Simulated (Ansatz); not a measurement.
Geometry optimisation, RKS PBE/cc-pVDZ (Ansatz).

Input:

```yaml
crystal:
  periodic: [false, false, false]
  atoms:
    - { symbol: F, position_ang: [0.86216, 0.09473, -2.36871] }
    - { symbol: Si, position_ang: [1.04969, 0.99202, -1.04295] }
    - { symbol: C, position_ang: [0.24305, 0.56227, 0.45557] }
    - { symbol: Si, position_ang: [0.35063, 1.49329, 2.08282] }
    - { symbol: H, position_ang: [1.93514, 2.02173, -1.53637] }
    - { symbol: H, position_ang: [-0.37596, -0.32336, 0.4456] }
    - { symbol: H, position_ang: [1.72634, 1.55382, 2.60004] }
    - { symbol: H, position_ang: [-0.1357, 2.87685, 1.96477] }
    - { symbol: H, position_ang: [-0.4821, 0.79603, 3.07109] }
basis:
  gaussian: { orbitals: cc-pVDZ }
hamiltonian:
  xc: pbe
relax:
  f_tol: 0.015
  max_steps: 40
```

Command:

```bash
$ ansatz run input.yaml --threads 1 --pin off --max-ram 2048MiB --backend cpu --events-out ev --progress --plain --runs-dir out
```

Task: Where does it end, and by what steps?

Result: It converged. After 15 steps the energy has fallen by 0.305 eV; H5 moved furthest, 0.97 Å.

```
step  energy less start (eV)  largest force component (eV/Å)  accepted
   0                  0.0000                           2.004       yes
   1                 -0.1716                           0.878       yes
   2                 -0.2044                           0.101       yes
   3                 -0.2057                           0.054       yes
   4                 -0.2069                           0.094       yes
   5                 -0.2098                           0.050       yes
   6                 -0.2117                           0.055       yes
   7                 -0.2154                           0.280       yes
   8                 -0.2262                           0.269       yes
   9                 -0.2548                           0.191       yes
  10                 -0.2711                           0.266       yes
  11                 -0.2827                           1.007       yes
  12                 -0.3044                           0.045       yes
  13                 -0.3051                           0.067       yes
  14                 -0.3051                           0.049        no
  15                 -0.3053                           0.003       yes
```

```xyz
9
Properties=species:S:1:pos:R:3
F 0.874 0.166 -2.436
Si 0.807 1.025 -1.022
C 0.461 0.345 0.515
Si 0.423 1.453 2.016
H 1.096 2.459 -1.329
H 0.264 -0.735 0.606
H 1.451 1.043 3.048
H 0.726 2.869 1.581
H -0.929 1.443 2.694
```

Whether the end is a true minimum wasn't checked by a vibrational analysis.

Run time: 46 s on 1 thread of Arm Neoverse V1, on a shared host, peak memory 0.27 GiB.
